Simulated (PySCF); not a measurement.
## Cl: excitation energy

Cl [Ne] 3s2 3p5 (2P) → Cl [Ne] 3s1 3p6 (2S), as a difference of total energies. Calculation: PySCF 2.14, in aug-cc-pCVTZ-DK (8s7p5d3f, 75 functions); the spin-free X2C one-electron Hamiltonian (Gaussian nucleus). Correlated levels: valence: [Ne] frozen; valence and next inner shell: 1s2 frozen; nothing frozen. The calculations carry no spin-orbit coupling.

| method | excitation energy (cm⁻¹) |
| --- | --- |
| UHF | 125680 |
| LDA | 96262 |
| PBE | 98154 |
| PBE0 | 105140 |
| r2SCAN | 104280 |
| B3LYP | 103250 |
| PW91 | 98121 |
| wB97M-V | 105920 |
| BLYP | 97785 |
| MP2 (valence) | 105980 |
| SCS-MP2 (valence) | 104010 |
| MP2 (valence and next inner shell) | 105080 |
| SCS-MP2 (valence and next inner shell) | 103240 |
| MP2 (all electrons) | 105010 |
| SCS-MP2 (all electrons) | 103200 |

Errors of the correlated levels include the incompleteness of this basis and the frozen core.

Every method misses the reference by a wide margin, which points to the basis or the choice of state and not to the methods.

Problem. Which method comes closest to the reference value, and which is furthest?

Solution. The reference is 85385 cm⁻¹ (measured; NIST levels, between the centres of gravity of the two terms). Closest: LDA (error 10878 cm⁻¹); furthest: UHF (error 40293 cm⁻¹).
